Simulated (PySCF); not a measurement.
Compound: C₆H₉N₃.
Bonds: C1–C2 (double), C2–N3, N3–N4 (aromatic), N4–C5 (aromatic), C5–C6, C5–C7 (aromatic), C7–C8, C7–N9 (aromatic), N3–N9 (aromatic). Hydrogens: H10, H11 on C1; H12 on C2; H13, H14, H15 on C6; H16, H17, H18 on C8.

Level: B3LYP/def2-SVPD in PySCF, non-relativistic, on one gas-phase PBE0-D3(BJ)/def2-SVP geometry that isn't relaxed in the solvent. The solvent is an IEF-PCM continuum (Bondi radii, 1.10 Å for H, scaled by 1.2), and excitations are vertical TDDFT with non-equilibrium linear response and a frozen core. Only the electrostatic response of the medium enters.

Gas-phase singlets (H = HOMO, L = LUMO):

```tsv
state	E (eV)	λ (nm)	f	leading configuration
S1	5.012	247	0.474	H→L 96%
S2	5.741	216	0.000	H-2→L 99%
S3	6.051	205	0.000	H→L+1 98%
S4	6.379	194	0.020	H-1→L 86%
S5	6.500	191	0.001	H-4→L 96%
```

Problem. What are the lowest 5 singlets in acetonitrile (ε = 35.69)?

Solution. 
```
state  E (eV)  λ (nm)      f  leading configuration  change by rank (eV)
   S1   4.829     257  0.555                H→L 98%               -0.183
   S2   5.898     210  0.000              H-2→L 98%               +0.157
   S3   6.231     199  0.007              H→L+1 96%               +0.180
   S4   6.411     193  0.024              H-1→L 76%               +0.032
   S5   6.534     190  0.004              H-4→L 95%               +0.034
```

Problem. The ground-state energy changes by -0.215 eV from gas to acetonitrile. By how much does the total energy of gas-phase S1 change?

Solution. E(S1) = E(S0) + excitation energy, so it changes by -0.215 − 0.183 = -0.398 eV: it is lowered more than the ground state, which is what a red shift means. This is the vertical state, with the slow part of the continuum still set for S0.

Problem. How do the frontier levels move from gas to acetonitrile?

Solution. 
| orbital | gas (eV) | solvent (eV) | change (eV) | Löwdin shares, gas | Löwdin shares, solvent |
| --- | --- | --- | --- | --- | --- |
| LUMO+2 | 0.91 | 0.83 | -0.08 | N4 19 %, C5 17 %, C2 12 %, N3 12 % | N4 18 %, C2 16 %, N3 14 %, C5 14 % |
| LUMO+1 | 0.36 | 0.56 | +0.20 | C8 19 %, C6 18 %, H16 9 %, H17 8 % | C8 16 %, C6 15 %, C7 10 %, C5 10 % |
| LUMO | -1.14 | -1.26 | -0.12 | C1 19 %, N4 15 %, N9 15 %, C2 14 % | C1 18 %, N4 16 %, N9 16 %, C2 13 % |
| HOMO | -6.43 | -6.48 | -0.05 | C1 23 %, N3 17 %, C5 14 %, C2 13 % | C1 22 %, N3 17 %, C5 14 %, C7 13 % |
| HOMO-1 | -8.02 | -8.19 | -0.17 | N9 33 %, N4 31 %, C7 10 %, N3 9 % | N9 33 %, N4 30 %, C7 10 %, N3 9 % |
| HOMO-2 | -8.16 | -8.44 | -0.28 | N9 41 %, N4 38 %, C7 5 %, N3 5 % | N9 42 %, N4 37 %, C7 5 %, N3 5 % |
| HOMO-3 | -8.64 | -8.69 | -0.05 | C2 26 %, C1 18 %, N3 11 %, C5 9 % | C2 26 %, C1 18 %, N3 11 %, C5 8 % |

The HOMO–LUMO gap goes from 5.29 to 5.22 eV. Rows go by rank; for LUMO+1 the atom shares or the degeneracy differ between the runs, so the row needn't follow one orbital.

Conformer computed: `[CH2:1]=[CH:2][n:3]1[n:4][c:5]([CH3:6])[c:7]([CH3:8])[n:9]1`: C1–C2–N3–N4 180°.
